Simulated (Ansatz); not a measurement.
**Question.** Name a neutral molecule of B, C, F, O, Si and H with LUMO energy (PBE/def2-TZVPP) between -0.75 and -0.45 eV and size of the dipole moment (ωB97M-V/def2-TZVPP) between 1.45 and 1.75 D (Ansatz, PBE0-D4/def2-TZVP geometry).

**Answer.** `C[Si](C)(C)OBF` (-0.60 eV, 1.72 D); `COB(F)O[SiH3]` (-0.69 eV, 1.74 D). Other molecules can fit too; these were computed, each in one conformer that needn't be the lowest.
